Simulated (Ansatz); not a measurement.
Mg2Se2, relaxed as a singlet with RKS r2SCAN-D4/def2-SVP in Ansatz, starting from the GFN1-xTB geometry. Force threshold 0.02 eV/Å.

The restricted singlet is unstable towards broken spin symmetry in Hartree–Fock (as tested in another run); at r2SCAN-D4/def2-SVP this wasn't settled. Another isomer (singlet) lies 2.25 eV lower at PBE0-D4/def2-TZVP; other spin states weren't run for this one.

Start:

```xyz
4

Mg    0.245   -1.131    0.129
Mg    0.038    0.088   -2.348
Se    1.114    0.782    1.161
Se   -1.397    0.261    1.058
```

Question: Estimate the energy that the relaxation releases and the steps that it takes.

Answer: 18.2 kcal/mol, in 7 steps; 21 s on 4 threads of Arm Neoverse V2 on a shared host. No frequencies were taken in this run, so the end may be a saddle point.

Question: Does the start keep its bonding?

Answer: Bonds formed: Mg2–Se3, Mg2–Se4 (atoms count from 1).

Question: Predict the relaxed structure.

Answer: 
Cartesian coordinates in Å:
```
Mg 0.3420 -1.6237 0.2421
Mg -0.0287 0.3869 -1.6314
Se 1.0461 0.8772 0.7355
Se -1.3594 0.3597 0.6538
```
Bond lengths (bridged metal pairs left out): 4 × Mg–Se 2.64 to 2.65 Å; 1 × Se–Se 2.46 Å.
